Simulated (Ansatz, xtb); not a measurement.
# Two isomers of C4H12Ge

Structure I: `CC(C)[CH2][GeH3]`, a singlet. Structure II: `CC[C@@H](C)[GeH3]`, a singlet. Both are isolated molecules in the gas phase, relaxed with PBE-D3(BJ)/def2-SVP; each stands in its lowest conformer found.

Quicker runs give these differences E(II) − E(I): GFN2-xTB +0.113 eV; HF/STO-3G +0.130 eV (at GFN2-xTB geometries); r2SCAN-D4/def2-SVP +0.088 eV (at GFN2-xTB geometries).

Estimate E(II) − E(I) at the level CCSD(T)/def2-SVP + ΔMP2/def2-TZVPP.

Calculated at CCSD(T)/def2-SVP + ΔMP2/def2-TZVPP: E(II) − E(I) = +0.088 eV, so structure I lies lower.

The same difference at several levels:

```csv
level,geometry,E(II) − E(I) (eV),departure from the last row (eV),"job, with rough time for the two"
GFN2-xTB,GFN2-xTB,+0.113,+0.026,"optimisation, 0.23 s"
HF/STO-3G,GFN2-xTB,+0.130,+0.042,"single point, 1.2 s"
r2SCAN-D4/def2-SVP,GFN2-xTB,+0.088,0.000,"single point, 11 s"
PBE-D3(BJ)/def2-SVP,PBE-D3(BJ)/def2-SVP,+0.066,−0.021,"optimisation, 45 s"
HF/def2-SVP,PBE-D3(BJ)/def2-SVP,+0.101,+0.014,part of the CCSD(T) run
MP2/def2-SVP,PBE-D3(BJ)/def2-SVP,+0.091,+0.003,part of the CCSD(T) run
CCSD(T)/def2-SVP,PBE-D3(BJ)/def2-SVP,+0.089,+0.001,single point
CCSD(T)/def2-SVP + ΔMP2/def2-TZVPP,PBE-D3(BJ)/def2-SVP,+0.088,,"single point, 3.5 min"
```

As drawn, both hold the same kinds of bond in the same numbers.

None of the levels shown reverses the order. The largest departure from CCSD(T)/def2-SVP + ΔMP2/def2-TZVPP is that of HF/STO-3G, 0.042 eV. The last row adds to CCSD(T) the change of the MP2 difference between the two basis sets, here −0.001 eV.

With thermal terms from frequencies at re-optimised GFN2-xTB minima (ideal gas, soft modes damped towards free rotors, one conformer each, 298.15 K, 1 atm): on the last row, ΔE + ΔZPE = +0.088, ΔH = +0.090, ΔG = +0.087 eV.

The correlated steps freeze 13 core orbitals; the filled d shell of Ge is correlated, in a basis made for valence electrons. Mirror images aren't counted in ΔG. Codes used: Ansatz 0.2.0, xtb 6.7.1; the last row on 2 threads of Arm Neoverse V1 on a shared host.
